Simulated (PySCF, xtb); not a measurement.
C2H4BFO2, SMILES FB(O)C(=O)C. The values are those of a single conformer.

Harmonic wavenumbers (cm⁻¹) from GFN2-xTB (xtb) at its own minimum, in rising order: 58, 110, 128, 287, 300, 413, 518, 597, 671, 682, 931, 952, 983, 1124, 1257, 1356, 1372, 1437, 1441, 1708, 3019, 3029, 3050, 3554.

**Question.** What does B3LYP-D3(BJ)/def2-SVP in PySCF give at its own minimum? (The exact figures need the calculation; the answer reports its results.)

**Answer.** 84, 135, 175, 333, 344, 441, 545, 659, 694, 749, 959, 994, 1033, 1173, 1351, 1396, 1425, 1435, 1523, 1770, 3024, 3096, 3152, 3706. Paired by order, the mean absolute difference is 51 cm⁻¹ and the zero-point energies are 41.4 and 43.2 kcal/mol.
